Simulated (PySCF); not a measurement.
Correlation energy of Sn⁻ (tin, charge -1)

[Kr] 4d10 5s2 5p3, high-spin 4S determinant. All numbers are calculated (PySCF 2.14, no relativity, point nucleus, in dyall-av2z). Frozen: [Kr] 4d10; 5 electrons correlated; the 62 highest virtual orbitals of each spin left out.

MP2 pair energies summed by pair of shells (mhartree):

| pair | energy | share (%) |
| --- | --- | --- |
| 5s-5p | -30.70 | 61.1 |
| 5p-5p | -11.21 | 22.3 |
| 5s-5s | -8.36 | 16.6 |

Total MP2 correlation energy: -50.27 mhartree.

Same-spin part -14.53 and opposite-spin part -35.74 mhartree; SCS-MP2 scales them by 1/3 and 6/5 to -47.73 mhartree.
